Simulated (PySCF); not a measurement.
Question: Write Cartesian coordinates for `CSC=[Te]` as optimised with PBE0-D3(BJ)/def2-SVP.

Answer: 
```
atom  x, y, z in Å
C1    -1.1949    0.1847    0.5966
S2    -0.0707   -1.2061    0.4662
C3     1.4310   -0.4979    0.1243
Te4    1.9654    1.4091   -0.1046
H5    -2.1863   -0.2343    0.8145
H6    -0.8727    0.8578    1.4051
H7    -1.2117    0.7481   -0.3482
H8     2.1964   -1.2799    0.0280
```

Orientation and origin are arbitrary. Atoms count from 1 in this order. Of the pairs four or more bonds apart, Te4···H7 is among the closest relative to their van der Waals radii: 3.25 Å, 100 % of the sum of Bondi's values. The 2 C–S bonds span 1.695 Å (S2–C3, drawn single) to 1.793 Å (C1–S2, drawn single), a spread of 0.098 Å. The 4 heavy atoms lie in one plane (0.000 Å rms).

Bonds between heavy atoms (Å): C1–S2 1.793, S2–C3 1.695, C3=Te4 1.994.

Computed, not measured: PBE0-D3(BJ)/def2-SVP geometry optimisation, gas phase, def2 core potentials past Kr in PySCF 2.14.0.

Point group: Cs (every atom within 0.08 Å of its image). No frequency check. One conformer, not necessarily the lowest (C1–S2–C3–Te4 0°).
